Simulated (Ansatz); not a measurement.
Geometry optimisation, RKS PBE0-D4/6-31G* (Ansatz 0.2.0).

The input (input.yaml):

```yaml
crystal:
  periodic: [false, false, false]
  atoms:
    - { symbol: B, position_ang: [0.0, 0.0, 0.0] }
    - { symbol: C, position_ang: [0.0, 0.0, 1.6] }
    - { symbol: H, position_ang: [-0.9996, -0.3092, 1.9705] }
    - { symbol: H, position_ang: [0.7676, -0.7111, 1.9705] }
    - { symbol: H, position_ang: [0.232, 1.0203, 1.9705] }
    - { symbol: "N", position_ang: [1.3423, 0.0, -0.775] }
    - { symbol: H, position_ang: [1.8089, -0.9179, -1.0268] }
    - { symbol: H, position_ang: [1.7937, 0.9179, -1.0532] }
    - { symbol: F, position_ang: [-1.1431, 0.0, -0.66] }
basis:
  gaussian: { orbitals: "6-31G*" }
hamiltonian:
  xc: pbe0
  dispersion: d4
relax:
  f_tol: 0.02
  max_steps: 40
```

Run as:

```bash
$ ansatz run input.yaml --threads 1 --pin off --max-ram 2048MiB --backend cpu --events-out ev --progress --plain --runs-dir out
```

Question: Where does it end, and by what steps?

Answer: It converged. After 12 steps the energy has fallen by 1.423 eV; H8 moved furthest, 1.17 Å.

| step | energy less start (eV) | largest force component (eV/Å) | accepted |
| --- | --- | --- | --- |
| 0 | 0.0000 | 2.906 | yes |
| 1 | -0.3246 | 1.394 | yes |
| 2 | -0.4686 | 1.433 | yes |
| 3 | -0.6488 | 1.677 | yes |
| 4 | -0.9350 | 1.801 | yes |
| 5 | -1.2022 | 1.070 | yes |
| 6 | -1.3729 | 0.384 | yes |
| 7 | -1.3975 | 0.411 | yes |
| 8 | -1.4056 | 0.411 | yes |
| 9 | -1.4229 | 0.044 | yes |
| 10 | -1.4228 | 0.053 | no |
| 11 | -1.4231 | 0.032 | yes |
| 12 | -1.4232 | 0.007 | yes |

```xyz
9
Properties=species:S:1:pos:R:3
B 0.132 0.233 0.030
C 0.031 -0.089 1.567
H -0.850 -0.709 1.771
H 0.908 -0.607 1.967
H -0.106 0.835 2.143
N 1.241 -0.090 -0.761
H 2.057 -0.555 -0.399
H 1.286 0.126 -1.745
F -0.898 0.857 -0.577
```

Time of the run: 35 s on 1 thread of Arm Neoverse V2, on a shared host, peak memory 0.16 GiB.
